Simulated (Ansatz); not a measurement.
Consider the formal exchange of groups at the Si–F bond: `O=C[SiH2]F` + `[OH][Zn][CH2]Cl` → `O=C[SiH2][Zn][OH]` + `FCCl`.

Gas-phase electronic energies from Ansatz, PBE0-D4/def2-TZVP geometries. CBS: MP2 limit from def2 TZ/QZ plus the TZ coupled-cluster correction, frozen cores. This one scheme is used for every species. Functionals use def2-TZVPP. For Zn outer-core shells are correlated without core-valence functions, which leaves a few kJ/mol of doubt a bond. Scalar relativity is left out up to krypton. Each species was taken in one conformer, which may not be the lowest.

`O=C[SiH2]F`:

```xyz
7

O     1.423    1.129   -0.870
C     0.288    0.724   -0.836
Si   -0.191   -0.491    0.568
F    -1.731   -0.899    0.427
H    -0.448    1.057   -1.605
H     0.645   -1.707    0.447
H     0.013    0.185    1.869
```

`[OH][Zn][CH2]Cl`:

```xyz
7

O     2.504   -0.218    0.176
Zn    0.759   -0.012   -0.058
C    -1.127    0.261   -0.379
Cl   -2.025   -0.325    1.063
H     2.780   -0.717    0.945
H    -1.391    1.310   -0.512
H    -1.501   -0.299   -1.235
```

`O=C[SiH2][Zn][OH]`:

Cartesian coordinates in Å:
```
O 0.643 -2.013 -0.321
C 0.456 -1.257 -1.244
Si -0.138 0.561 -0.963
Zn -0.304 0.788 1.360
O -0.460 1.058 3.113
H 0.631 -1.621 -2.285
H 0.854 1.451 -1.633
H -1.417 0.715 -1.717
H -0.265 0.318 3.689
```

`FCCl`:

```xyz
5

F     0.575    1.093    0.563
C    -0.113    0.074   -0.004
Cl    0.934   -1.331   -0.228
H    -0.468    0.384   -0.987
H    -0.928   -0.220    0.655
```

CCSD(T)/CBS gives +1.63 eV.

Question: Another level gave +1.59 eV. Which?
A. MP2/def2-TZVPP
B. PBE0/def2-TZVPP
C. r2SCAN/def2-TZVPP
D. CCSD(T)/def2-TZVPP

Answer: D. CCSD(T)/def2-TZVPP 1.59, r2SCAN 1.47, PBE0 1.38, MP2/def2-TZVPP 1.75 eV.

Largest T1 diagnostic among the species: 0.017.

From PBE to PBE0 (25 % exact exchange), in def2-TZVPP and without D4, ΔE moves by +0.07 eV.
